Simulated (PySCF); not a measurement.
Cl2GaHSe, SMILES [Cl][Ga]([Cl])[SeH]. Atoms are numbered in the order given.

```xyz
5

Ga     0.0018     0.4295     0.0000
Cl     1.8132     1.5564     0.0000
Cl    -1.8426     1.5082     0.0000
Se     0.0547    -1.8675     0.0000
H     -1.4166    -1.9192     0.0000
```

Geometry: PBE0-D3(BJ)/def2-SVP. The structure was generated by enumeration; whether it is a known compound was not checked. Other conformers were not sampled.

All values below come from PySCF with PBE/pcSseg-1.

GIAO shieldings, no solvent; atoms listed in one row are averaged. δ = σ(ref) − σ: ³⁵Cl against HCl (σ = 936.5 ppm); ⁷⁷Se against Me2Se (σ = 1634.8 ppm); ¹H against TMS (σ = 31.49 ppm), references at their B3LYP-D3(BJ)/def2-TZVP geometries, non-relativistic (without spin–orbit terms, shifts of atoms bonded to Cl or Br come out too high).

Computed chemical shifts:
| nucleus | atoms | count | δ (ppm) |
|---|---|---|---|
| ³⁵Cl | Cl3 | 1 | 186.1 |
| ³⁵Cl | Cl2 | 1 | 165.0 |
| ⁷⁷Se | Se4 | 1 | -267.6 |
| ¹H | H5 | 1 | 1.83 |
